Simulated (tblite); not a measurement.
Run record: tight-binding relaxation, `F[C](F)(F)[GeH2][C]#C[SiH3]`.

Computed with GFN2-xTB geometry optimisation, gas phase (tblite 0.8.0). Start geometry: from a force field or distance geometry. The input is one job of a driver script: a line of settings, then coordinates in Å.

Command:
```bash
OMP_NUM_THREADS=1 python probes_run.py task.json out
```

Input:
```
{"job": {"kind": "relax", "xc": "GFN2-xTB", "basis": "xTB"}, "charge": 0, "multiplicity": 1}
F     -2.012900     1.429900     0.906200
C     -2.565200     0.862900    -0.246300
F     -3.840300     0.422000     0.007000
F     -2.565100     1.838100    -1.203900
Ge    -1.531300    -0.714800    -0.727000
C      0.318700    -0.464800    -0.391700
C      1.500400    -0.312800    -0.162500
Si     3.278300    -0.076400     0.220600
H     -1.741900    -1.120000    -2.216400
H     -2.042500    -1.880600     0.157600
H      3.977300    -1.296100    -0.167700
H      3.751400     0.997400    -0.675800
H      3.468700     0.315700     1.620900
```

What does the run print?

```
step      E/eV     max force
  0    -727.81069    1.979
  1    -727.95213    1.097
  2    -727.97862    3.093
  3    -728.05440    0.671
  4    -728.06389    0.226
  5    -728.06840    0.148
  6    -728.07088    0.201
  7    -728.07446    0.167
  8    -728.07673    0.129
  9    -728.07825    0.088
... (78 lines left out)
 88    -728.09448    0.016
 89    -728.09465    0.025
 90    -728.09473    0.025
 91    -728.09483    0.014
 92    -728.09486    0.013
 93    -728.09487    0.012
 94    -728.09489    0.016
 95    -728.09493    0.020
 96    -728.09497    0.017
 97    -728.09498    0.008
```

«max force» is the largest atomic force in eV/Å.

From which step on does the largest force stay under 0.1 eV/Å, and how much energy is left to gain from there?

From step 43 (0.047 eV/Å), 4.2 meV above the end.

Main results: energy lowered by 6.6 kcal/mol over 97 steps; largest atomic force 0.008 eV/Å at the end.

Give the final coordinates.

0.255 Å rms from the input after alignment:
```
atom  x, y, z in Å
F1    -2.2709    1.1959    1.0641
C2    -2.4750    0.8326   -0.2152
F3    -3.8088    0.7462   -0.3774
F4    -2.0664    1.8642   -0.9764
Ge5   -1.5410   -0.8790   -0.6821
C6     0.2988   -0.5769   -0.3796
C7     1.4716   -0.3509   -0.1773
Si8    3.2685    0.0049    0.1380
H9    -1.8422   -1.1537   -2.1222
H10   -2.1026   -1.9331    0.2205
H11    4.0047   -1.2222   -0.1712
H12    3.6592    1.1009   -0.7482
H13    3.3999    0.3714    1.5480
```

How long does this job take on one thread of an Arm Neoverse N1 (shared host)?

About 1.1 s.
Labels such as C1 count atoms from 1, the log's own numbers from 0.
